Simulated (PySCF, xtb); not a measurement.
VO2Cl, SMILES [O]=[V](=[O])[Cl], multiplicity 1.

Harmonic wavenumbers (cm⁻¹) from GFN2-xTB run with xtb 6.7.1 at its own minimum, in rising order: 225, 238, 327, 411, 932, 1009.

What does PBE-D3(BJ)/def2-SVP (PySCF) give at its own minimum? (An estimate is asked for; the answer gives what the named calculation found.)

146, 189, 354, 480, 1072, 1073. Paired by order, the mean absolute difference is 71 cm⁻¹ and the zero-point energies are 4.5 and 4.7 kcal/mol.
